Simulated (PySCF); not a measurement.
**Radial density of La+ (lanthanum, charge +1)**

HSE06, [Xe] 4f1 5d1, one real determinant (an excited configuration). Calculation: PySCF 2.14, in x2c-TZVPPall with one added diffuse shell each of s, p, d type (12s8p8d3f1g, 106 functions); scalar relativity by spin-free X2C-1e.

```
r (bohr)  4πr²ρ (e/bohr)  4πr²(ρα − ρβ)
  0.0284           66.64        -0.0006
  0.0477           75.36        -0.0008
  0.0802           97.73         0.0045
   0.135           71.66         0.0182
   0.227           83.99         0.0155
   0.382           34.63         0.1263
   0.642           34.61         0.4969
    1.08           11.87         0.5058
    1.82           6.124         0.5851
    3.06           1.142         0.4518
    5.14          0.1048         0.0992
    8.65        0.001294         0.0013
```

Densities and radii are taken from the X2C orbitals without a picture-change correction, which distorts them close to the nucleus.

⟨L²⟩ = 17.96 against 30 for a pure H term, so this real determinant mixes terms. Spin-orbit coupling, absent here, splits the open shell strongly.
